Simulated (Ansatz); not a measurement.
Rb₃H₄⁻ (the lowest singlet isomer of a short search). Charge -1, multiplicity 1. Geometry PBE0-D4/def2-TZVPD, basis def2-TZVPD, Ansatz.

```
atom   x (Å)   y (Å)   z (Å)
 Rb1  -0.168   0.417   2.243
 Rb2   0.252   1.746  -1.458
 Rb3   0.353  -2.141  -0.728
  H4   1.766   0.089   0.231
  H5  -0.342  -0.551  -2.887
  H6  -0.867  -2.220   1.758
  H7  -0.994   2.661   0.841
```

```tsv
run	HOMO (eV)	LUMO (eV)
A	-0.95	1.87
B	-0.47	1.73
C	-3.33	2.39
D	-0.63	2.11
E	-0.27	2.07
F	-1.09	1.99
```

In the def2 sets Rb takes a core potential; there is no spin–orbit coupling. B3LYP takes the VWN-RPA correlation. The structure comes from a short search, and lower isomers may exist.

The runs used B3LYP, B97M-V, PBE0, r2SCAN, r2SCANh, ωB97X-V. Estimate which is which.

A B3LYP (20 % exact exchange); B B97M-V (0 % exact exchange); C ωB97X-V (range-separated); D r2SCANh (10 % exact exchange); E r2SCAN (0 % exact exchange); F PBE0 (25 % exact exchange). Exact exchange lowers occupied and raises empty levels; among semilocal functionals meta-GGAs tend to open the gap a little, and such runs are hard to tell apart. The gap grows from 2.20 eV (B97M-V) to 5.73 eV (ωB97X-V).
